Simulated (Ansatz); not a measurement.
```xyz
11

Cl   -1.551    2.150    1.247
Si   -0.383    1.179   -0.149
C     1.042    0.209    0.584
Si    0.175   -1.319   -0.101
N    -1.062   -0.279   -0.744
H    -0.084    2.213   -1.167
H     2.017    0.423    0.145
H     1.115    0.261    1.670
H     0.938   -2.067   -1.137
H    -0.303   -2.300    0.911
H    -1.904   -0.469   -1.258
```

The species carries charge 0 and has multiplicity 1.

Task: List the CAM-B3LYP/def2-TZVPP orbital energies in eV (Ansatz 0.2.0). (Best estimate.)

Result: Computed: Occupied: -2764.06, -1802.04, -1801.31, -391.03, -278.35, -258.86, -197.89, -197.78, -197.77, -146.45, -145.82, -101.83, -101.77, -101.74, -101.17, -101.14, -101.13, -25.62, -24.41, -21.25, -16.81, -16.41, -14.09, -13.76, -12.09, -12.03, -11.62, -11.38, -10.79, -10.40, -9.52, -9.17. Lowest empty: 0.76, 1.79, 2.14, 2.56, 2.65, 2.70, 3.01, 3.22.
